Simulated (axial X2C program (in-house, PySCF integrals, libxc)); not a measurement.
## Spin–orbit splitting of π states down a group (EOM-IP-CCSD)

Calculated with an in-house all-electron X2C program for linear molecules (integrals from PySCF): two-component X2C with atomic mean-field Coulomb and Gaunt terms, Dyall basis sets with cores contracted in-house.

The first pair of π-type roots with Ω = 1/2 and 3/2, reached by removing an electron from a closed-shell reference; vertical energies, inner shells frozen. Splitting means E(3/2) − E(1/2).

Basis sets: Br dyall-cv3z, Cl dyall-av3z, F dyall-av3z, Ga dyall-cv3z. Correlated electrons in EOM-CCSD (inner shells frozen, about 90 virtual spinors): GaF 20, GaCl 20, GaBr 20.

| species | reference | R (Å) | main character | spinor gap ε(3/2) − ε(1/2), HF (cm⁻¹) |
| --- | --- | --- | --- | --- |
| GaF⁺ | GaF | 1.788 | 93% F pπ | 340 |
| GaCl⁺ | GaCl | 2.223 | 91% Cl pπ | 720 |
| GaBr⁺ | GaBr | 2.373 | 90% Br pπ | 3000 |

(1) Should these pairs be regular or inverted?

EOM-IP-CCSD gives:

| species | IE Ω = 1/2 (eV) | IE Ω = 3/2 (eV) | splitting (cm⁻¹) | lowest root? |
| --- | --- | --- | --- | --- |
| GaF⁺ | 13.517 | 13.481 | -288 | no |
| GaCl⁺ | 11.343 | 11.269 | -600 | no |
| GaBr⁺ | 10.648 | 10.327 | -2585 | no |

A small p share on a heavy partner can supply much of the splitting, and mixing of Ω = 1/2 with σ states shifts it further.

States that need a further excitation are missing; levels can be off by some tenths of an eV, splittings by less.

Answers

(1) Inverted: a hole in a filled π shell puts Ω = 3/2 lowest, with the sign opposite to the spinor gap.
